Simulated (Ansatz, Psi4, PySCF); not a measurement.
C₆H₇, doublet, at a GFN2-xTB geometry, atoms displaced at random by about 0.08 Å a coordinate. Base run: PBE0/STO-3G, gradient (PySCF).

PySCF was given this input:
```python
from pyscf import gto, scf, dft

mol = gto.M(
    atom='''
C    -0.729931   -1.018369   -0.042237
C     0.598803   -1.199789    0.233226
C     1.475016   -0.151208    0.127273
C     0.929359    1.140367    0.031884
C    -0.414027    1.151682   -0.180500
C    -1.413887    0.130240   -0.210256
H    -1.361083   -1.993395    0.048263
H     1.071492   -2.376136    0.280362
H     2.506234   -0.336468    0.311116
H     1.472053    1.904162    0.027315
H    -0.715263    2.452307   -0.451703
H    -2.256600    0.387211    0.584272
H    -2.020641    0.096679   -0.954847
''',
    basis='sto-3g',
    charge=0,
    spin=1,
    verbose=4,
)

mf = dft.UKS(mol)
mf.xc = 'pbe0'
mf.kernel()
g = mf.nuc_grad_method()
grad = g.kernel()
```

Programs used: Ansatz (a first-principles code), Psi4, PySCF; a row that names a program was run with it.

The coordinate followed is y of atom 4.

Variants of this job, named by their change:

| change | dE/dx (Eh/bohr) | net force (Eh/bohr) |
|---|---|---|
| base | 0.181440 | 0.000014 |
| density fitting = on; auxbasis_response = off | 0.181651 | 0.000246 |
| finite difference step (bohr) = 0.2; conv_tol = 1e-11 | 0.181773 | - |
| finite difference step (bohr) = 1e-4; conv_tol = 1e-11 | 0.181452 | - |
| grid_response = on | 0.181451 | 0.000000 |
| code = psi4 | 0.181425 | 0.000021 |
| finite difference step (bohr) = 1e-3; conv_tol = 1e-11 | 0.181452 | - |
| code = ansatz | 0.181437 | 0.000000 |
| grids.level = 1; grid_response = off | 0.181438 | 0.000028 |
| finite difference step (bohr) = 0.05; conv_tol = 1e-11 | 0.181480 | - |
| grids.level = 5; grid_response = off | 0.181433 | 0.000000 |
| conv_tol = 1e-4 | 0.181259 | 0.000014 |

The net force is zero for an exact gradient.

Open shells are given as the SCF converged; they aren't shown to be the lowest states, and a large step between rows can be another state.
